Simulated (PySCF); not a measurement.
Run record: excited-state job, `[CH3][GeH]1[CH2]C=C[CH2]1`.

Method: TDDFT PBE0/def2-SVPD, vertical, gas phase, core orbitals frozen in the response (PySCF 2.14.0, density-fitted response routines). Geometry: GFN2-xTB. The input is one job of a driver script: a line of settings, then coordinates in Å.

Command:
```bash
OMP_NUM_THREADS=1 python probes_run.py task.json out
```

Input:
```
{"job": {"kind": "uv", "xc": "PBE0", "basis": "def2-SVPD", "nstates": 8, "ntriplets": 3}, "charge": 0, "multiplicity": 1}
C      2.242305    -0.626913     0.494506
Ge     0.726578    -0.123852    -0.675930
C     -0.917139    -1.207242    -0.376887
C     -1.878907    -0.219163     0.211550
C     -1.549082     1.055823     0.332640
C     -0.205432     1.545153    -0.117461
H      1.912354    -0.629831     1.529800
H      2.614020    -1.617385     0.249213
H      3.061013     0.079463     0.395792
H      1.181488    -0.104788    -2.123377
H     -0.765693    -2.041714     0.309981
H     -1.327671    -1.628477    -1.295559
H     -2.844813    -0.586691     0.530785
H     -2.232248     1.780155     0.755734
H     -0.322627     2.265076    -0.928705
H      0.298254     2.069331     0.696508
```

Q: What does the run print?

A: 
```
coarse grid: 58040 points
cycle   1  E = -2272.5790464754  dE = -1.032e-01  |g| = 5.719e-01  |ddm| = 6.511e+00
cycle   2  E = -2272.5515025520  dE =  2.754e-02  |g| = 6.793e-01  |ddm| = 1.740e+00
cycle   3  E = -2272.6469128661  dE = -9.541e-02  |g| = 3.358e-02  |ddm| = 1.032e+00
cycle   4  E = -2272.6471520636  dE = -2.392e-04  |g| = 1.848e-02  |ddm| = 1.668e-01
cycle   5  E = -2272.6472373514  dE = -8.529e-05  |g| = 5.116e-03  |ddm| = 3.732e-02
cycle   6  E = -2272.6472443164  dE = -6.965e-06  |g| = 6.735e-04  |ddm| = 1.001e-02
final grid: 122800 points
cycle   7  E = -2272.6472374251  dE = -1.215e-07  |g| = 6.412e-04  |ddm| = 1.328e-02
cycle   8  E = -2272.6472374103  dE =  1.487e-08  |g| = 6.855e-04  |ddm| = 2.753e-03
cycle   9  E = -2272.6472375431  dE = -1.328e-07  |g| = 8.214e-05  |ddm| = 1.227e-03
cycle  10  E = -2272.6472375449  dE = -1.827e-09  |g| = 1.122e-05  |ddm| = 1.439e-04
cycle  11  E = -2272.6472375449  dE = -2.092e-11  |g| = 6.976e-06  |ddm| = 3.432e-05
converged SCF energy = -2272.6472375449

Static polarisability (au): isotropic 86.329, principal 73.056 89.481 96.449

Singlet excitations
state   eV       nm        f      main configurations
  1   6.5453    189.4   0.00155   H->L 0.79, H->L+2 0.19
  2   7.0108    176.8   0.00059   H->L+3 0.96
  3   7.0164    176.7   0.01254   H->L+2 0.70, H->L 0.19
  4   7.0321    176.3   0.00147   H-1->L+1 0.93
  5   7.1258    174.0   0.13764   H->L+1 0.86
  6   7.4076    167.4   0.00669   H-1->L 0.96
  7   7.4915    165.5   0.00185   H->L+4 0.93
  8   7.7056    160.9   0.00013   H-2->L+1 0.66, H-1->L+2 0.25

Triplet excitations (Tamm-Dancoff, eV): 4.4415 6.4330 6.8841
```

The SCF starts on a coarse grid where the log names one; the energy can jump when the final grid takes over, and dE then counts from the start density on the new grid. H and L stand for HOMO and LUMO; the number after each pair is its weight.

Q: Give S1 in cm⁻¹ and kJ/mol.

A: 6.5453 eV × 8065.54 = 52791 cm⁻¹; × 96.485 = 631.5 kJ/mol.

Q: Which computed singlet has the largest oscillator strength, and what do all of them sum to?

A: State 5 at 7.13 eV (174 nm), f = 0.138; the 8 states sum to 0.162.

In short: HOMO -6.97 eV, LUMO 0.66 eV; lowest singlet 6.55 eV; lowest triplet 4.44 eV (Tamm–Dancoff); mean polarisability 86.3 au.

 Relativistic effects, spin–orbit coupling among them, are left out although an element past zinc is present.

Time: 22 s wall (grids of density and orbitals included); peak memory 0.90 GiB. Hardware: one thread of an AMD EPYC 9R45, on a shared host.
Labels such as C1 count atoms from 1, the log's own numbers from 0.
